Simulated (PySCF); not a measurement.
# Static response to an electric field

Compound: C5H8N2Si.
Atom-mapped SMILES: `[SiH3:1][NH:2][c:3]1[cH:4][cH:5][cH:6][n:7][cH:8]1` (hydrogens: H9, H10, H11 on Si1; H12 on N2; H13 on C4; H14 on C5; H15 on C6; H16 on C8)

Structure used (PBE0-D3(BJ)/def2-SVP), in Å, numbered top down from 1:
```xyz
16
C5H8N2Si angstrom
Si     2.7215   -0.4626   -0.7694
N      1.2364    0.4630   -0.7073
C     -0.0304    0.0167   -0.3806
C     -1.1382    0.8768   -0.3617
C     -2.3865    0.3688   -0.0264
C     -2.5054   -0.9857    0.2845
N     -1.4639   -1.8126    0.2709
C     -0.2730   -1.3314   -0.0496
H      2.6527   -1.5593   -1.7812
H      3.7680    0.5266   -1.1536
H      3.0469   -1.0744    0.5540
H      1.2875    1.4482   -0.9359
H     -1.0132    1.9351   -0.6098
H     -3.2630    1.0205   -0.0059
H     -3.4763   -1.4157    0.5529
H      0.5580   -2.0500   -0.0497
```

Level: PBE0/def2-SVPD (PySCF), static field, nuclei fixed, core orbitals frozen in the response. The polarisability tensor in these axes (au):

```
x   138.85   0.52 -13.43
y     0.52  96.94  -6.79
z   -13.43  -6.79  69.44
```

Task: Give the principal values, the mean and the anisotropy Δα = √{½[(α1 − α2)² + (α2 − α3)² + (α1 − α3)²]}.

Result: Principal values 65.55, 98.25 and 141.43 au; mean 101.74 au = 15.08 Å³ = 16.77 × 10⁻⁴⁰ C²·m²/J; Δα = 65.92 au (65 % of the mean).

Task: What is the dipole moment, and where does it point?

Result: (1.06, 2.95, -0.83) D, 3.24 D in size, pointing from the negative to the positive side. Measured along this direction, the outermost atoms are H15 at the negative end and H10 and H12 at the positive end.

Task: Molar refractivity from α?

Result: Lorentz–Lorenz: R = (4π/3)N_A α = 2.5225 cm³/(mol·Å³) × 15.08 Å³ = 38.0 cm³/mol, in the limit of long wavelengths.

Task: Along which axes do the principal values lie, and how far do the nuclei extend along each?

Result: Largest value along (0.98, 0.04, -0.19), where the nuclei span 7.51 Å; middle along (-0.08, 0.98, -0.19), 4.13 Å; least along (0.17, 0.21, 0.96), 2.42 Å. The response follows the extents in order.

Task: Find the Langevin capture rate constant for H3+ (3.023 u) meeting this molecule (124.046 u), k = 2.342 × 10⁻⁹ cm³/s × √(α in Å³ / reduced mass in u).

Result: The reduced mass is 2.95 u, so k = 5.29 × 10⁻⁹ cm³/s. The formula leaves out the permanent dipole, which adds to the capture rate.

Task: Give the eigenvalues of the traceless quadrupole moment Θ = ½Σq(3rr − r²1), origin at the centre of nuclear charge.

Result: -5.96, -2.48, 8.44 D·Å. The values depend on the origin, since the dipole doesn't vanish. The electronic extent ⟨r²⟩ about the same centre is 1331 bohr², a root-mean-square distance of 2.38 Å for the 66 electrons.

Task: Orientational against electronic polarisability at 273 K (dilute gas, rigid molecules)?

Result: In Gaussian units μ²/3kT = 92.99 Å³ against 15.08 Å³, a ratio of 6.17; the Debye molar polarisation (4π/3)N_A(α + μ²/3kT) is 272.6 cm³/mol, leaving out the vibrational part.

The structure is a single PBE0-D3(BJ)/def2-SVP conformer in the gas phase; no vibrational or solvent corrections.
